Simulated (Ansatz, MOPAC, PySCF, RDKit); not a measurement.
Noncovalent pair: C2H2 (SMILES C#C) (first 4 atoms) with CH3I (SMILES CI); geometry from B3LYP-D3(BJ)/def2-TZVP.
(charge 0, multiplicity 1):
```csv
atom,x (Å),y (Å),z (Å)
C,-0.3668,-0.0942,0.7666
C,-0.2625,-1.0548,0.0594
H,-0.4479,0.7505,1.4092
H,-0.1760,-1.9023,-0.5758
C,1.5731,-0.8434,3.7788
I,0.8611,1.1235,4.3088
H,1.2120,-1.5288,4.5366
H,1.1685,-1.0762,2.8004
H,2.6559,-0.7983,3.7655
```

Counterpoise-corrected where a basis set is named; no monomer relaxation. Rows marked so take none. RDKit's UFF carries no charges.

Frozen-core correlation. Filled d and f shells under p-block atoms count as core. Rows in 3-21G carry no dispersion term and start afresh at each structure; the Pople sets are all-electron and without relativity. The state that PM7 reach isn't checked; PM7 holds dispersion and hydrogen-bond terms.

Codes used: Ansatz (a first-principles code) with Gaussian orbitals; MOPAC for PM7 (differences of heats of formation); PySCF for 3-21G rows, the dispersion terms; RDKit for the force fields. Each number belongs to the level named beside it. In def2 rows elements past Kr take small-core potentials, without spin–orbit coupling.

```json
[
 {"level": "UFF", "interaction energy (kcal/mol)": "-0.46"},
 {"level": "PM7", "interaction energy (kcal/mol)": "-1.26"},
 {"level": "HF/3-21G (no counterpoise)", "interaction energy (kcal/mol)": "-1.22"},
 {"level": "HF/def2-TZVPPD", "interaction energy (kcal/mol)": "-0.04"},
 {"level": "SVWN5/def2-TZVPPD", "interaction energy (kcal/mol)": "-3.47"},
 {"level": "BLYP-D3(BJ)/def2-TZVPPD", "interaction energy (kcal/mol)": "-2.41"},
 {"level": "r2SCAN-D4/def2-TZVPPD", "interaction energy (kcal/mol)": "-2.09"},
 {"level": "B3LYP-D4/def2-TZVPPD", "interaction energy (kcal/mol)": "(withheld)"},
 {"level": "B2PLYP-D3(BJ)/def2-TZVPPD", "interaction energy (kcal/mol)": "(withheld)"}
]
```

### Question
Some entries are withheld; supply them.

### Answer

- B3LYP-D4/def2-TZVPPD, interaction energy (kcal/mol): -2.29
- B2PLYP-D3(BJ)/def2-TZVPPD, interaction energy (kcal/mol): -2.19
